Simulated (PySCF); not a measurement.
How methods differ on the excitation energy of V²⁺

V²⁺ [Ar] 3d3 (4F) → V²⁺ [Ar] 3d2 4s1 (4F), as a difference of total energies. All numbers are calculated (PySCF 2.14, scalar relativity by spin-free X2C-1e, in x2c-QZVPPall (11s7p5d3f2g, 96 functions)). Correlated levels: valence and next inner shell: [Ne] frozen. The calculations carry no spin-orbit coupling.

```tsv
method	excitation energy (eV)
UHF	5.071
MP2 (valence and next inner shell)	5.391
SCS-MP2 (valence and next inner shell)	5.278
CCSD (valence and next inner shell)	5.284
CCSD(T) (valence and next inner shell)	5.277
```

Question: How much does correlation contribute at CCSD(T) (valence and next inner shell)?

Answer: 5.277 − (5.071) = 0.206 eV, measured against UHF.

The basis was made for the ground configuration and has no added diffuse functions, so the excitation energy can come out too high.
